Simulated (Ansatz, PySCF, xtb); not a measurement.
Complex: HF (SMILES F) (first 2 atoms) with CH4O (SMILES CO); geometry from B3LYP-D3(BJ)/def2-TZVP.
(charge 0, multiplicity 1):
```
atom    x (Å)    y (Å)   z (Å)
----  -------  -------  ------
F      0.0851   0.0129  0.2358
H     -0.2159  -0.0603  1.1336
C      0.5163   0.3958  3.5133
O     -0.5531  -0.1639  2.7395
H      0.2446   0.4480  4.5694
H      0.6753   1.4029  3.1355
H      1.4380  -0.1781  3.3944
H     -0.7281  -1.0638  3.0349
```

Interaction energies are E(AB) − E(A) − E(B) at the monomers' geometry in the complex; basis-set methods are counterpoise corrected. Rows marked so take none.

Rows in STO-3G carry no dispersion term and start afresh at each structure.

Run with Ansatz (an electronic-structure program) with Gaussian orbitals; PySCF for STO-3G rows, the dispersion terms; xtb for the GFN methods. Each number belongs to the level named beside it.

### Question
One of these levels gives -6.34 kcal/mol for the interaction energy. Which?
A. GFN-FF
B. HF/STO-3G (no counterpoise)
C. BLYP-D3(BJ)/def2-TZVPPD
D. HF/aug-cc-pVTZ

### Answer
A, GFN-FF. The others give -7.15 (HF/STO-3G (no counterpoise)), -8.63 (HF/aug-cc-pVTZ), -10.31 (BLYP-D3(BJ)/def2-TZVPPD)
